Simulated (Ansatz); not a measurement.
CH5AlBN (`[CH3][Al]1[BH][NH]1`) from Hartree–Fock to CCSD(T)

```xyz
9

C     0.785    1.632    0.495
Al    0.370   -0.240    0.155
B    -0.250   -2.086   -0.277
N    -1.092   -1.011   -0.596
H     1.773    1.766    0.940
H     0.749    2.205   -0.436
H     0.044    2.065    1.175
H    -0.373   -3.265   -0.423
H    -2.005   -1.065   -1.033
```

Charge 0, multiplicity 1. Geometry: relaxed with PBE0-D4/def2-TZVP. Frozen core, restricted reference, Ansatz. CBS rows extrapolate triple and quadruple zeta; past MP2 they add the triple-zeta difference.

```
     basis     HF (Eh)  MP2 corr.
  def2-SVP  -361.66675   -0.45526
def2-TZVPP  -361.88742   -0.55789
def2-QZVPP  -361.90008   -0.59504
```

Q: Estimate the CCSD correlation energy and the (T) correction in each basis where they were run (hartree).

A: 
```json
{"basis": "def2-SVP", "CCSD corr.": "-0.49527", "(T)": "-0.01704"}
{"basis": "def2-TZVPP", "CCSD corr.": "-0.59134", "(T)": "-0.02606"}
{"basis": "CBS(def2)", "CCSD corr.": "-0.65600", "(T)": "as TZ"}
```
